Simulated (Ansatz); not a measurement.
A nudged elastic band was laid between two geometries of BClFH2N + BrH (8 atoms, charge 0, multiplicity 1).

These are results of Ansatz, RKS B3LYP/def2-SVP, not measurements.

```
movable images  : 9
climbing image  : yes
spring          : 5.0 eV/Å²
optimiser       : quadratic models (default)
start path      : through a guess of the saddle point
force threshold : 0.05 eV/Å
iteration limit : 39
end points      : relaxed
```

First end point:

```xyz
8
Properties=species:S:1:pos:R:3
B -0.011 -0.298 -0.309
F 0.108 -0.158 1.021
Cl 1.471 -0.559 -1.250
N -1.264 -0.236 -0.907
H -2.109 -0.079 -0.369
H -1.402 -0.327 -1.905
Br -0.109 3.166 2.132
H 0.136 1.773 1.915
```

Last end point:

```xyz
8
Properties=species:S:1:pos:R:3
B -0.012 0.631 -0.583
F -0.069 -0.121 2.373
Cl 1.505 -0.157 -1.008
N -1.243 0.086 -0.900
H -1.332 -0.824 -1.337
H -2.120 0.526 -0.647
Br 0.042 2.378 0.317
H 0.050 0.766 2.112
```

Task: Which bonds break or form, and what moves?

Result: Bonds broken: B1–F2, Br7–H8. Bonds formed: B1–Br7, F2–H8. BClFH2N + BrH becomes BBrClH2N + FH.

Task: Give the energies along the band, and the barrier.

Result: It did not converge within its limit. The highest image is number 4 of 0 to 10, 40.0 kcal/mol above the first end and 20.1 kcal/mol above the last; the last end lies 20.0 kcal/mol above the first. The band didn't meet its force threshold, so its energies are provisional: the largest band force was still 0.10 eV/Å, and over the last iterations the top moved between 1.74 and 1.75 eV. The orbitals stay closed-shell, which can raise the energy where a bond breaks towards radicals; this wasn't checked here.

```csv
image,path coordinate (Å),energy (kcal/mol),B1–F2 (Å),Br7–H8 (Å),B1–Br7 (Å)
0,0.00,0.0,1.34,1.43,4.24
1,0.61,0.2,1.34,1.43,3.88
2,1.21,1.9,1.35,1.43,3.39
3,1.82,14.6,1.39,1.48,2.82
4,2.42,40.0,1.64,1.81,2.34
5,3.36,22.7,2.54,2.22,1.99
6,4.30,20.3,3.15,2.41,1.96
7,5.23,30.8,2.87,2.38,1.97
8,6.17,40.0,2.72,2.58,1.96
9,7.10,26.9,2.83,2.67,1.96
10,8.04,20.0,3.05,2.41,1.97
```

The band took 39 iterations and roughly 50 core-minutes.

Run time: 28 min on 2 threads of Intel(R) Xeon(R) Platinum 8259CL CPU @ 2.50GHz (Skylake/Cascade Lake), on a shared host, peak memory 0.3 GiB.
